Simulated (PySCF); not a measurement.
**Dipole moment and polarisability of `N[SiH2]B(F)F`**

Species: BF2H4NSi.
Cartesian coordinates in Å at the PBE0-D3(BJ)/def2-SVP level; atoms count from 1:
```
atom  x, y, z in Å
N1     1.362   -0.398    0.478
Si2    0.127    0.363   -0.464
B3    -1.605   -0.592   -0.013
F4    -1.691   -1.427    1.009
F5    -2.714   -0.403   -0.702
H6     1.139   -0.714    1.415
H7     2.333   -0.118    0.407
H8    -0.094    1.836   -0.239
H9     0.447    0.223   -1.919
```

Level: CAM-B3LYP/def2-SVPD (PySCF), static field, nuclei fixed, core orbitals frozen in the response. The polarisability tensor in these axes (au):

```
x   53.44  0.95  0.97
y    0.95 48.74 -3.35
z    0.97 -3.35 48.32
```

Q: What are the eigenvalues, a third of the trace, and Δα (Δα² = ½Σ(αi − αj)² over the three pairs)?

A: Principal values 44.95, 51.88 and 53.66 au; mean 50.17 au = 7.43 Å³ = 8.27 × 10⁻⁴⁰ C²·m²/J; Δα = 7.97 au (16 % of the mean).

Q: What is the dipole moment, and where does it point?

A: (1.78, 0.63, 0.67) D, 2.01 D in size, pointing from the negative to the positive side. Measured along this direction, the outermost atoms are F5 at the negative end and H7 at the positive end.

Q: How large is μ²/3kT at 273 K beside α?

A: In Gaussian units μ²/3kT = 35.55 Å³ against 7.43 Å³, a ratio of 4.78; the Debye molar polarisation (4π/3)N_A(α + μ²/3kT) is 108.4 cm³/mol, leaving out the vibrational part.

Q: What would n − 1 = 2πNα be for an ideal gas of these molecules at 350 K and 1 atm, electronic part alone?

A: N = p/kT = 2.0968 × 10¹⁹ cm⁻³, so n − 1 = 2π × N × 7.43 × 10⁻²⁴ cm³ = 979 × 10⁻⁶ at long wavelengths, for an ideal gas.

Q: Estimate the molar refractivity from the static electronic polarisability.

A: Lorentz–Lorenz: R = (4π/3)N_A α = 2.5225 cm³/(mol·Å³) × 7.43 Å³ = 18.8 cm³/mol, in the limit of long wavelengths.

Q: Sum over states: ᾱ = Σ f/ω², ω in Eh. What share falls to these 10 lowest TDDFT singlets (eV, f)? 6.02, 0.0142; 6.27, 0.0166; 6.82, 0.0390; 7.54, 0.0314; 7.86, 0.0161; 8.00, 0.0129; 8.08, 0.0191; 8.22, 0.0337; 8.48, 0.1377; 8.64, 0.0090.

A: They add up to 4.07 au, 8.1 % of the 50.17 au; the largest single term is 1.42 au, from the state at 8.48 eV. Terms in order: 0.29, 0.31, 0.62, 0.41, 0.19, 0.15, 0.22, 0.37, 1.42, 0.09 au. Higher excitations give the rest. The strengths listed sum to 0.330.

Geometry: PBE0-D3(BJ)/def2-SVP, one conformer, isolated molecule.
